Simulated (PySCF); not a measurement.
## How methods differ on the electron affinity of Tl

Tl⁻ [Xe] 4f14 5d10 6s2 6p2 (3P) → Tl [Xe] 4f14 5d10 6s2 6p1 (2P), as a difference of total energies. Computed with PySCF 2.14 in aug-cc-pVTZ-DK3 (9s8p6d3f, 84 functions), with scalar relativity by spin-free X2C-1e. Correlated levels: valence: [Xe] 4f14 5d10 frozen. The calculations carry no spin-orbit coupling.

| method | electron affinity (eV) |
| --- | --- |
| UHF | -0.011 |
| LDA | 0.599 |
| PBE | 0.479 |
| PBE0 | 0.415 |
| r2SCAN | 0.478 |
| B3LYP | 0.435 |
| MN15 | 0.449 |
| MP2 (valence) | 0.240 |
| SCS-MP2 (valence) | 0.151 |

Spin-orbit coupling is strong in these open shells (close to jj coupling). The scalar numbers leave it out and a first-order estimate fails, so it can dominate the gap to the real levels.

Errors of the correlated levels include the incompleteness of this basis and the frozen core.

A negative affinity means that the anion lies above the atom at that level of theory.

In the anion the highest occupied orbital energy is positive at LDA, PBE, PBE0, r2SCAN, B3LYP, MN15, a self-interaction effect; the basis confines that electron, and the energy difference can still be sensible.

For comparison: 0.320 eV (measured; photodetachment measurements, as compiled on the Wikipedia data page of electron affinities).
